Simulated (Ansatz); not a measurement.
Geometry optimisation, DFT r2SCAN-D3(BJ), scalar-relativistic, plane waves, PAW in Ansatz.

Input file:

```yaml
accuracy: low
crystal:
  lattice:
    - [7.806832, 0.0, 0.0]
    - [0.0, 7.806832, 0.0]
    - [0.0, 0.0, 7.806832]
  atoms:
    - { symbol: O, position: [0.4073836, 0.0268213, 0.0671916] }
    - { symbol: H, position: [0.3860838, 0.1479624, 0.0509556] }
    - { symbol: H, position: [0.3333434, -0.028067, -0.0158613] }
    - { symbol: O, position: [-0.0343051, 0.3029384, 0.6432728] }
    - { symbol: H, position: [0.0461745, 0.2853603, 0.736044] }
    - { symbol: H, position: [0.0284762, 0.3723392, 0.5618205] }
    - { symbol: O, position: [0.1185481, 0.6533191, 0.944855] }
    - { symbol: H, position: [0.0846002, 0.6303364, 1.0619524] }
    - { symbol: H, position: [0.2011279, 0.7453459, 0.9550576] }
    - { symbol: O, position: [0.7651636, 0.3260194, 0.9531658] }
    - { symbol: H, position: [0.8285327, 0.4114426, 0.8892932] }
    - { symbol: H, position: [0.7929004, 0.2193124, 0.8962733] }
    - { symbol: O, position: [0.6031462, 0.3291024, 0.6456603] }
    - { symbol: H, position: [0.5759259, 0.4262453, 0.573447] }
    - { symbol: H, position: [0.5817298, 0.2308008, 0.5730614] }
    - { symbol: O, position: [0.2622747, 0.2249096, 0.3978131] }
    - { symbol: H, position: [0.2645797, 0.3263088, 0.3263614] }
    - { symbol: H, position: [0.2555884, 0.1312209, 0.3167565] }
    - { symbol: O, position: [0.4426201, 0.5034402, 0.100428] }
    - { symbol: H, position: [0.3764599, 0.6022012, 0.1359463] }
    - { symbol: H, position: [0.5594186, 0.5451528, 0.0971649] }
    - { symbol: O, position: [0.1088651, 0.8863937, 0.3442524] }
    - { symbol: H, position: [0.0401071, 0.9303753, 0.2508157] }
    - { symbol: H, position: [0.157047, 0.7813205, 0.2991904] }
    - { symbol: O, position: [0.7994471, 0.7272711, 0.0313705] }
    - { symbol: H, position: [0.7580812, 0.8442166, 0.0336247] }
    - { symbol: H, position: [0.7291763, 0.6722342, -0.0548003] }
    - { symbol: O, position: [0.3113047, 0.4126032, 0.8355711] }
    - { symbol: H, position: [0.2512724, 0.3432421, 0.7520389] }
    - { symbol: H, position: [0.4132041, 0.4502615, 0.7756476] }
    - { symbol: Ca, position: [0.5887911, 0.8136115, 0.4129675] }
    - { symbol: Cl, position: [0.9007741, 0.1999962, 0.2989645] }
    - { symbol: Cl, position: [0.9761366, 0.8983523, 0.7041627] }
basis:
  ecutwfc: 500.0
kpoints:
  mp_grid: { grid: [1, 1, 1] }
hamiltonian:
  xc: r2scan
  dispersion: d3bj
scf:
  occupations: { method: fermi_dirac, width: 0.05 }
  lower_state_search: "off"
relax:
  f_tol: 0.3
  max_steps: 15
  adjacent_minimum: "off"
```

Run as:

```bash
$ ansatz run input.yaml --threads 1 --pin off --max-ram 3072MiB --backend cpu --events-out ev --progress --plain --runs-dir out
```

Question: Where does it end, and by what steps?

Answer: It did not converge within its limit. Limits of this set-up: coarse k mesh, low accuracy level. After 14 steps the energy has fallen by 12.045 eV; Cl33 moved furthest, 2.36 Å. Joined: O1–Ca31, O19–Ca31, O25–Ca31, Ca31–Cl32, Ca31–Cl33.

| step | energy less start (eV) | largest force component (eV/Å) | accepted |
| --- | --- | --- | --- |
| 0 | 0.0000 | 1.452 | yes |
| 1 | -1.9431 | 1.907 | yes |
| 2 | -3.2696 | 2.160 | yes |
| 3 | -4.8699 | 2.069 | yes |
| 4 | -6.1835 | 1.706 | yes |
| 5 | -7.1388 | 1.615 | yes |
| 6 | -8.0328 | 2.179 | yes |
| 7 | -8.6630 | 1.957 | yes |
| 8 | -9.4628 | 2.445 | yes |
| 9 | -10.2707 | 1.931 | yes |
| 10 | -10.8574 | 1.245 | yes |
| 11 | -11.2978 | 1.080 | yes |
| 12 | -11.6308 | 1.083 | yes |
| 13 | -11.8677 | 1.111 | yes |
| 14 | -12.0448 | 1.963 | yes |

```xyz
33
Lattice="7.8068 0.0000 0.0000 0.0000 7.8068 0.0000 0.0000 0.0000 7.8068" Properties=species:S:1:pos:R:3
O 3.428 0.193 0.517
H 3.451 1.083 0.106
H 2.693 -0.242 0.054
O 0.323 2.421 5.424
H 0.001 1.484 5.472
H 0.672 2.504 4.519
O 1.126 5.304 8.092
H 0.264 4.879 8.214
H 1.100 5.555 7.142
O 6.117 3.412 7.468
H 6.290 3.190 6.533
H 6.308 2.600 8.016
O 4.757 2.697 4.818
H 4.331 3.104 4.057
H 5.053 1.840 4.485
O 2.209 1.889 3.106
H 2.322 2.465 2.335
H 1.916 1.035 2.735
O 3.620 4.599 1.566
H 2.812 4.639 0.987
H 4.210 4.072 0.937
O 1.255 7.065 2.550
H 0.368 7.487 2.590
H 1.172 6.485 1.769
O 5.968 5.986 0.358
H 5.925 6.543 -0.437
H 5.897 5.054 0.034
O 2.943 2.629 6.951
H 2.068 2.639 6.529
H 3.573 2.677 6.203
Ca 4.681 6.867 2.145
Cl 6.345 1.122 1.803
Cl 5.426 6.731 4.663
```

The run took 5.8 min on 1 thread of Arm Neoverse V1, with other jobs on the host, peak memory 0.85 GiB.
